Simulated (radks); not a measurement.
Question: These are the eigenvalues of the occupied orbitals of an atom or ion with whole-number occupations (eV). Calculated with a radial shooting solver on a logarithmic mesh with Libxc functionals: Dirac Kohn-Sham, PBE, spin-unpolarised, spherical densities, finite nucleus; Fermi nuclear charge, rms radius of each element as measured or else 0.836 A^(1/3) + 0.57 fm.

| orbital | eigenvalue |
|---|---|
| 1s1/2 | -35768.49 |
| 2s1/2 | -5608.640 |
| 2p1/2 | -5276.570 |
| 2p3/2 | -4924.304 |
| 3s1/2 | -1166.027 |
| 3p1/2 | -1027.285 |
| 3p3/2 | -959.7782 |
| 3d3/2 | -715.9730 |
| 3d5/2 | -701.6416 |
| 4s1/2 | -220.0266 |
| 4p1/2 | -170.2364 |
| 4p3/2 | -156.4685 |
| 4d3/2 | -75.5163 |
| 4d5/2 | -73.2318 |
| 5s1/2 | -26.6951 |
| 5p1/2 | -14.6421 |
| 5p3/2 | -13.0130 |
| 6s1/2 | -2.0860 |

Which element is it, and in what charge state? The configuration may be excited. Open shells, if any, are shared by 2j + 1.

Answer: Z = 55, caesium, charge 0: Cs in [Xe] 6s1. The list shows which subshells hold electrons but not how many an open one holds; the 1s level, -1314.5 hartree, gives Z - s = 51.3 by -(Z - s)^2/2, which with screening and relativity narrows Z to a few neighbours, and the depths of the outer levels then fix element, charge and occupations together.
